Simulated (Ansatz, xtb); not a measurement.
# CNPSe: which of two isomers lies lower

Structure X: `[C-]#[N+]P=[Se]`, a singlet. Structure Y: the triplet with the links of `[P-]=[N+]=C=[Se]`. Both are isolated molecules in the gas phase, relaxed with PBE0-D3(BJ)/def2-SVP.

X (Å):

```json
{"atom": "C", "x (Å)": "-3.1230", "y (Å)": "-0.0417", "z (Å)": "-2.2618"}
{"atom": "N", "x (Å)": "-3.0841", "y (Å)": "-0.8341", "z (Å)": "-1.3800"}
{"atom": "P", "x (Å)": "-2.9836", "y (Å)": "-2.1309", "z (Å)": "-0.2589"}
{"atom": "Se", "x (Å)": "-3.3388", "y (Å)": "-1.3257", "z (Å)": "1.6005"}
```

Y (Å):

```xyz
4

C     0.0000    0.0000   -0.5825
N     0.0000    0.0000    0.6211
P     0.0000    0.0000    2.2574
Se    0.0000    0.0000   -2.2960
```

Task: Which of the two would you expect CCSD(T)/def2-TZVPP electronic energies to favour?

Result: Structure X; the calculation gives E(Y) − E(X) = +14.8 kcal/mol.

How the difference moves with the method:

```tsv
level	geometry	E(Y) − E(X) (kcal/mol)	departure from the last row (kcal/mol)	job, with rough time for the two
PBE0-D3(BJ)/def2-SVP	PBE0-D3(BJ)/def2-SVP	+0.5	−14.3	optimisation, 2.3 min
HF/def2-TZVPP	PBE0-D3(BJ)/def2-SVP	+1.3	−13.5	part of the CCSD(T) run
MP2/def2-TZVPP	PBE0-D3(BJ)/def2-SVP	+14.3	−0.6	part of the CCSD(T) run
CCSD(T)/def2-TZVPP	PBE0-D3(BJ)/def2-SVP	+14.8		single point, 4.1 min
```

As drawn, Y has 1 N=P, 1 C=N, 1 C=Se in place of 1 C≡N, 1 N–P, 1 P=Se.

None of the levels shown reverses the order. The largest departure from CCSD(T)/def2-TZVPP is that of PBE0-D3(BJ)/def2-SVP, 14.3 kcal/mol. Levels run at GFN2-xTB geometries aren't shown. The triplet state of Y needn't be its ground state.

With harmonic frequencies from PBE0-D3(BJ)/def2-SVP (ideal gas, rigid rotor, one conformer each, 298.15 K, 1 atm): on the last row, ΔE + ΔZPE = +15.7, ΔH = +15.6, ΔG = +16.7 kcal/mol.

Open shells are spin-unrestricted. The correlated steps freeze 16 core orbitals; the filled d shell of Se is correlated, in a basis made for valence electrons. ΔG holds the spin degeneracy. Codes used: Ansatz 0.2.0; the last row on 1 thread of Intel(R) Xeon(R) Processor @ 2.50GHz (Skylake/Cascade Lake) on a shared host.
